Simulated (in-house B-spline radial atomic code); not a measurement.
Response of the antimony ion Sb⁵⁺ as one setting changes: the share of exact exchange in a PBE hybrid. A dash marks a strongly mixed or unbound state. Computed with an all-electron radial atomic-structure program (B-spline basis): linear response of the closed shell [Kr] 4d10 with the functional's adiabatic kernel; scalar-relativistic (spin-free one-electron X2C), finite nucleus, no spin-orbit coupling, no double excitations, S, P, D and F terms only; shells from n = 2 respond. Only terms of natural parity with L up to 3 were computed.

```csv
share of exact exchange in a PBE hybrid,lowest 1P (eV),"lowest 3P, Tamm-Dancoff (eV)",minus highest occupied level (eV),α (bohr³)
0,4d → 5p 41.18,4d → 5p 39.53,89.64,1.768
0.1,4d → 5p 41.62,4d → 5p 39.96,90.83,1.756
0.2,?,?,?,?
0.3,4d → 5p 42.49,4d → 5p 40.79,93.23,1.732
0.4,4d → 5p 42.93,4d → 5p 41.21,94.43,1.72
0.5,4d → 5p 43.36,4d → 5p 41.62,95.64,1.709
0.6,4d → 5p 43.79,4d → 5p 42.03,96.85,1.698
0.7,4d → 5p 44.22,4d → 5p 42.44,98.06,1.687
0.8,4d → 5p 44.65,4d → 5p 42.85,99.27,1.677
0.9,?,?,?,?
1,4d → 5p 45.50,4d → 5p 43.66,101.70,1.656
```

What belongs in the row for 0.2?

lowest 1P (eV): 4d → 5p 42.06; lowest 3P, Tamm-Dancoff (eV): 4d → 5p 40.37; minus highest occupied level (eV): 92.03; α (bohr³): 1.744.

What belongs in the row for 0.9?

lowest 1P (eV): 4d → 5p 45.08; lowest 3P, Tamm-Dancoff (eV): 4d → 5p 43.25; minus highest occupied level (eV): 100.49; α (bohr³): 1.666.
